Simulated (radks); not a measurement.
A nucleus of charge 12.4 with 10 electrons, 10 electrons, occupied as [Ne]. Calculated with a radial shooting solver on a logarithmic mesh with Libxc functionals: scalar-relativistic Kohn-Sham, PBE, spin-polarised, spherical densities, finite nucleus; Fermi nuclear charge, rms radius 3.057 fm.

Normalised radial functions P(r) = r R(r), r in bohr:

r	2p
0.004042	0.0010
0.004936	0.0015
0.006078	0.0022
0.007423	0.0032
0.009067	0.0047
0.01116	0.0071
0.01363	0.0103
0.01679	0.0153
0.0205	0.0223
0.02504	0.0323
0.03083	0.0472
0.03766	0.0675
0.046	0.0956
0.05664	0.1360
0.06917	0.1884
0.08449	0.2572
0.104	0.3488
0.1271	0.4578
0.1564	0.5916
0.1911	0.7350
0.2334	0.8831
0.2873	1.0260
0.3509	1.1324
0.4286	1.1868
0.5278	1.1709
0.6446	1.0806
0.7873	0.9260
0.9694	0.7208
1.184	0.5124
1.458	0.3179
1.78	0.1741
2.175	0.0801

2p: eigenvalue -80.835 eV, 0 radial nodes, <r> = 0.646 bohr, 90 % of the charge inside 1.10 bohr.
